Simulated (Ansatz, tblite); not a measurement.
Forces on Cd3F4⁺ at its r2SCAN-D4/def2-SVP geometry. The state is a doublet with charge 1.

In the def2 sets Cd takes a core potential; there is no spin–orbit coupling. The xTB rows come from tblite. Another isomer (doublet) lies 0.03 eV lower at PBE0-D4/def2-TZVP; other spin states weren't run for this one.

GFN1-xTB (tblite), largest force 0.95 eV/Å:

```xyz
7
positions Å, forces eV/Å
Cd    1.642   -0.686   -0.315   -0.916    0.234    0.101
Cd   -1.427   -0.975   -0.552    0.833    0.398    0.234
Cd   -0.300    2.268    1.189   -0.024    0.178    0.096
F     1.478    1.142    0.631    0.292   -0.539   -0.276
F     0.205   -0.675   -1.886   -0.027    0.026    0.331
F     0.134   -1.914    0.552   -0.012    0.281   -0.178
F    -1.732    0.841    0.383   -0.146   -0.578   -0.309
```

GFN2-xTB (tblite), largest force 1.29 eV/Å:

```
Cd 0.420 -0.316 -0.148
Cd -0.331 -0.387 -0.206
Cd -0.151 1.130 0.606
F 0.298 -0.345 -0.182
F -0.016 0.220 -0.053
F -0.024 0.090 0.206
F -0.196 -0.393 -0.222
```

PBE-D4/def2-TZVP (Ansatz), largest force 0.65 eV/Å:

```
Cd 0.591 -0.234 -0.107
Cd -0.518 -0.337 -0.191
Cd -0.036 0.262 0.138
F 0.252 0.352 0.188
F 0.037 0.079 -0.573
F 0.008 -0.420 0.402
F -0.336 0.298 0.144
```
